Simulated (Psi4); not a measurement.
H2BiCl (SMILES [Cl][BiH2]), singlet, geometry from GFN2-xTB (such geometries of metal compounds can be far from the true shape) (core potentials on Bi); BHHLYP/def2-SVP, TDDFT run with Psi4.

Psi4 was given this input:
```
memory 2 GB

molecule {
0 1
  Bi   -0.26426668   -0.20983171    0.24446008
  H    -1.60991257    0.33248575   -0.77194868
  H    -0.11200694   -1.61457574   -0.82393547
  Cl    1.39153256    1.09988951   -1.09966483
symmetry c1
}

set basis def2-svp
set puream true
set save_jk true
set tdscf_states [5]
set tdscf_tda false
set d_convergence 1e-8

energy('td-bhhlyp')
print_variables()
```

The log (banner, timings and long lists left out):

```
   => Loading Basis Set <=

    Name: DEF2-SVP
    Role: ORBITAL
    Keyword: BASIS

    !!!  WARNING: ECP capability is in beta. Please check occupations closely.  !!!

         ---------------------------------------------------------
                                   SCF
               by Justin Turney, Rob Parrish, Andy Simmonett
                          and Daniel G. A. Smith
                              RKS Reference
         ---------------------------------------------------------

  ==> Geometry <==

    Molecular point group: c1
    Full point group: C1

    Geometry (in Angstrom), charge = 0, multiplicity = 1:

       Center              X                  Y                   Z               Mass
    ------------   -----------------  -----------------  -----------------  -----------------
         BI          -0.230515308623    -0.182669449884     0.199636710629   208.980399100000
         H           -1.576161198623     0.359648010116    -0.816772049371     1.007825032230
         H           -0.078255568623    -1.587413479884    -0.868758839371     1.007825032230
         CL           1.425283931377     1.127051770116    -1.144488199371    34.968852682000

  Running in c1 symmetry.

  Rotational constants: A =      2.68237  B =      0.08824  C =      0.08815 [cm^-1]
  Rotational constants: A =  80415.43489  B =   2645.44489  C =   2642.67980 [MHz]
  Nuclear repulsion =  102.404986380354316

  Charge       = 0
  Multiplicity = 1
  Electrons    = 42
  Nalpha       = 21
  Nbeta        = 21

  ==> Algorithm <==

  SCF Algorithm Type is DF.
  DIIS enabled.
  MOM disabled.
  Fractional occupation disabled.
  Guess Type is SAD.
  Energy threshold   = 1.00e-06
  Density threshold  = 1.00e-08
  Integral threshold = 1.00e-12

  ==> Primary Basis <==

  Basis Set: DEF2-SVP
    Blend: DEF2-SVP
    Number of shells: 24
    Number of basis functions: 54
    Number of Cartesian functions: 57
    Spherical Harmonics?: true
    Max angular momentum: 2

  Core potential: DEF2-SVP
    Number of shells: 4
    Number of ECP primitives: 18
    Number of ECP core electrons: 60
    Max angular momentum: 3

  ==> DFT Potential <==

   => LibXC <=

    Version 7.1.2
    S. Lehtola, C. Steigemann, M. J. T. Oliveira, and M. A. L. Marques,  SoftwareX 7, 1–5 (2018) (10.1016/j.softx.2017.11.002)

   => Composite Functional: BHANDHLYP <=

    BHandHLYP Hyb-GGA Exchange-Correlation Functional

    A. D. Becke,  J. Chem. Phys. 98, 1372 (1993) (10.1063/1.464304)
    Defined through Gaussian implementation.

    Deriv               =              1
    GGA                 =           TRUE
    Meta                =          FALSE

    Exchange Hybrid     =           TRUE
    MP2 Hybrid          =          FALSE

   => Exchange Functionals <=

    0.5000         Becke 88

   => Exact (HF) Exchange <=

    0.5000               HF

   => Correlation Functionals <=

    1.0000   Lee, Yang & Parr

   => LibXC Density Thresholds  <==

    XC_HYB_GGA_XC_BHANDHLYP:  1.00E-15

   => Molecular Quadrature <=

    Radial Scheme          =       TREUTLER
    Pruning Scheme         =           NONE
    Nuclear Scheme         =       TREUTLER

    Blocking Scheme        =         OCTREE
    BS radius alpha        =              1
    Pruning alpha          =              1
    Radial Points          =             75
    Spherical Points       =            302
    Total Points           =          85258
    Total Blocks           =            693
    Max Points             =            256
    Max Functions          =             54
    Weights Tolerance      =       1.00E-15

   => Loading Basis Set <=

    Name: (DEF2-SVP AUX)
    Role: JKFIT
    Keyword: DF_BASIS_SCF

  ==> Integral Setup <==

  SCF_SUBTYPE=INCORE selected. In-core MEM_DF algorithm will be used.
  Using in-core AOs.

  ==> MemDFJK: Density-Fitted J/K Matrices <==

    J tasked:                   Yes
    K tasked:                   Yes
    wK tasked:                   No
[...]
  @DF-RKS Final Energy:  -675.77161458650698
    Total Energy =                       -675.7716145865069848
[...]
  HamiltonianSolver iter   5:   1.66375e-07  2.59291e-04     60
  HamiltonianSolver iter   6:   4.97221e-09  3.63372e-05     70
  HamiltonianSolver iter   7:   7.44182e-11  4.74749e-06     80
  HamiltonianSolver iter   8:   1.20312e-12  6.89364e-07     86      Converged

******************************************************************************************
**********                               WARNING                                **********
**********  Length-gauge rotatory strengths are **NOT** gauge-origin invariant  **********
******************************************************************************************

                                    Excitation Energy         Total Energy        Oscillator Strength             Rotatory Strength
     #   Sym: GS->ES (Trans)        au              eV              au          au (length)    au (velocity)    au (length)    au (velocity)
    ---- -------------------- --------------- --------------- --------------- --------------- --------------- --------------- ---------------
     1        A->A (1 A)       0.17170         4.67230        -675.59991       0.0163          0.0185          0.0000          0.0000
     2        A->A (1 A)       0.18393         5.00485        -675.58769       0.0018          0.0076         -0.0000         -0.0000
     3        A->A (1 A)       0.22335         6.07774        -675.54826       0.0556          0.0587         -0.0000         -0.0000
     4        A->A (1 A)       0.24789         6.74543        -675.52372       0.0470          0.0444          0.0000          0.0000
     5        A->A (1 A)       0.25454         6.92627        -675.51708       0.0261          0.0278         -0.0000         -0.0000

Contributing excitations and de-excitations
Only contributions with abs(coeff) > 1.00e-01 will be printed:

Excited State    1 (1 A):   0.17170 au   265.36 nm f = 0.0163
  Sums of squares: Xssq =  1.002476e+00; Yssq =  2.475667e-03; Xssq - Yssq =  1.000000e+00
     19a  ->  22a     0.199434 ( 3.977%)
     21a  ->  22a    -0.974183 (94.903%)

Excited State    2 (1 A):   0.18393 au   247.73 nm f = 0.0018
  Sums of squares: Xssq =  1.001336e+00; Yssq =  1.336051e-03; Xssq - Yssq =  1.000000e+00
     20a  ->  22a     0.994110 (98.826%)

Excited State    3 (1 A):   0.22335 au   204.00 nm f = 0.0556
  Sums of squares: Xssq =  1.002524e+00; Yssq =  2.524437e-03; Xssq - Yssq =  1.000000e+00
     18a  ->  22a     0.392093 (15.374%)
     19a  ->  22a     0.896751 (80.416%)
     21a  ->  22a     0.164807 ( 2.716%)

Excited State    4 (1 A):   0.24789 au   183.80 nm f = 0.0470
  Sums of squares: Xssq =  1.002112e+00; Yssq =  2.112213e-03; Xssq - Yssq =  1.000000e+00
     17a  ->  22a    -0.503725 (25.374%)
     17a  ->  24a     0.111760 ( 1.249%)
     20a  ->  24a     0.153315 ( 2.351%)
     21a  ->  23a     0.839635 (70.499%)

Excited State    5 (1 A):   0.25454 au   179.01 nm f = 0.0261
  Sums of squares: Xssq =  1.001815e+00; Yssq =  1.815397e-03; Xssq - Yssq =  1.000000e+00
     17a  ->  22a    -0.855380 (73.167%)
     17a  ->  24a    -0.105441 ( 1.112%)
     21a  ->  23a    -0.491787 (24.185%)

******************************************************************************************
**********                               WARNING                                **********
**********       The names of excited state variables changed between 1.5       **********
**********     and 1.6. For a quick solution, remove the symmetry specifier     **********
**********   from the variable name. For full details, see 'Notes on Psivars'   **********
**********                        in the documentation.                         **********
******************************************************************************************

  Variable Map:
  ----------------------------------------------------------------------------
[...]
  Array Variable Map:
  ----------------------------------------------------------------------------
[...]
[...]
```
